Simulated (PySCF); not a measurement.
**SMILES C1=[CH][GaH2-][O]1, [C2H4GaO]-, charge -1**

Geometry:
| atom | x (Å) | y (Å) | z (Å) |
| --- | --- | --- | --- |
| C1 | 0.484 | -1.465 | -0.165 |
| C2 | -0.056 | -0.221 | -0.206 |
| Ga3 | -1.832 | -1.132 | -0.232 |
| O4 | -0.353 | -2.499 | -0.165 |
| H5 | 1.569 | -1.717 | -0.131 |
| H6 | 0.531 | 0.702 | -0.210 |
| H7 | -2.693 | -1.283 | -1.589 |
| H8 | -2.765 | -1.221 | 1.081 |

Total charge -1.

Level of theory: PySCF, GIAO B97-2/aug-pcSseg-1 magnetisability, rotational g tensor and spin-rotation constants, non-relativistic, gas phase. Geometry: PBE0-D3(BJ)/def2-SVP.

The calculation is non-relativistic, which matters for the atoms heavier than Zn. For an ion the centre-of-mass motion in the field is neglected.

Q: How diamagnetic is it, and how anisotropic?

A: Isotropic -786 × 10⁻³⁰ J/T², or -47.3 × 10⁻⁶ cm³/mol; principal values -866, -768, -723 × 10⁻³⁰ J/T², anisotropy 126 × 10⁻³⁰ J/T² (root of half the summed squared differences of the principal values). The susceptibility is in cgs units.

Q: Split it along the inertial axes a, b, c into diamagnetic and paramagnetic parts about the centre of mass, with the quadrupole moment.

A: 
```tsv
axis	χ (10⁻⁶ cm³/mol)	diamagnetic (10⁻⁶ cm³/mol)	paramagnetic (10⁻⁶ cm³/mol)	summed x² of all electrons (Å²)	quadrupole Θ (D Å)
a	-44.3	-193.7	149.4	68.2	-2.57
b	-51.4	-344.8	293.4	32.6	+1.98
c	-46.3	-427.6	381.3	13.1	+0.59
```
Anisotropies 2χaa − χbb − χcc = +9.1 and 2χbb − χaa − χcc = -12.3 × 10⁻⁶ cm³/mol. Θ is traceless in Buckingham's convention.

Q: And the rotational g tensor?

A: 
| axis | rotational constant (GHz) | g | nuclear part | electronic part |
| --- | --- | --- | --- | --- |
| a | 11.1811 | -0.1866 | 0.5982 | -0.7847 |
| b | 4.6258 | -0.0675 | 0.5701 | -0.6376 |
| c | 3.4319 | -0.0570 | 0.5578 | -0.6148 |

Asymmetric top; isotopes 12C, 69Ga, 1H, 16O; no vibrational averaging.
